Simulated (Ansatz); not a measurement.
A structure relaxed at PBE0-D4/def2-TZVP, charge 0, multiplicity 1:

Cartesian coordinates in Å:
```
C -1.8491 -0.0889 0.9641
N -0.9007 0.6209 0.0949
B 0.6748 0.0474 0.1203
C 1.4960 1.0557 -0.8259
C 0.6522 -1.4908 -0.3420
F 1.0036 0.2042 1.4861
H -2.8171 0.4136 0.9956
H -1.4205 -0.1352 1.9634
H -1.9773 -1.1031 0.5915
H -1.2252 0.6217 -0.8673
H -0.8313 1.5942 0.3808
H 1.1805 1.0243 -1.8757
H 2.5569 0.7889 -0.8146
H 1.4364 2.0997 -0.4918
H 0.1273 -2.1497 0.3583
H 0.2135 -1.6414 -1.3360
H 1.6800 -1.8615 -0.4016
```

Question: Give its formula and SMILES.

Answer: C3H11BFN, `C[NH2+][B-](C)(C)F`.

Question: Point group (tolerance 0.08 Å, 0.16 Å for H)?

Answer: C1.

Question: Summarise the bond lengths by kind.

Answer: 1 × C–N 1.469 Å; 9 × C–H 1.088 to 1.098 Å; 1 × B–N 1.677 Å; 2 × H–N 1.015 to 1.017 Å; 2 × B–C 1.606 to 1.608 Å; 1 × B–F 1.414 Å.

Computed with Ansatz.
